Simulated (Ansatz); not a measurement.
Start from `O=C[SiH2][CH2][InH2]` and change one atom or group to get `[NH2][GaH][SiH2]C=O`.

Ansatz, PBE0-D4/def2-TZVP geometries, multiplicity 1. Each molecule was computed in one conformer, which needn't be the lowest.

Elements past krypton have def2 core potentials. Scalar relativity is left out up to krypton.

```csv
property,`O=C[SiH2][CH2][InH2]`
LUMO energy (PBE/def2-TZVPP) / eV,-2.63
HOMO energy (PBE0/def2-TZVPP) / eV,-6.82
size of the dipole moment (ωB97M-V/def2-TZVPP) / D,1.65
HOMO energy (PBE/def2-TZVPP) / eV,-5.45
LUMO energy (B3LYP/def2-TZVPP) / eV,-2.15
HOMO energy (ωB97M-V/def2-TZVPP) / eV,-9.07
```

Problem. Give the same properties after the change, and the shifts. (An estimate is asked.)

Solution. The calculation gave: 
```
                                          property  `[NH2][GaH][SiH2]C=O`  shift
                 LUMO energy (PBE/def2-TZVPP) / eV                  -2.81  -0.18
                HOMO energy (PBE0/def2-TZVPP) / eV                  -6.86  -0.04
size of the dipole moment (ωB97M-V/def2-TZVPP) / D                   3.32   1.67
                 HOMO energy (PBE/def2-TZVPP) / eV                  -5.45   0.00
               LUMO energy (B3LYP/def2-TZVPP) / eV                  -2.11   0.04
             HOMO energy (ωB97M-V/def2-TZVPP) / eV                  -9.09  -0.02
```

Dipoles are sizes alone; their direction can turn.

B3LYP here is the variant with VWN-RPA as its local correlation; programs differ in this.
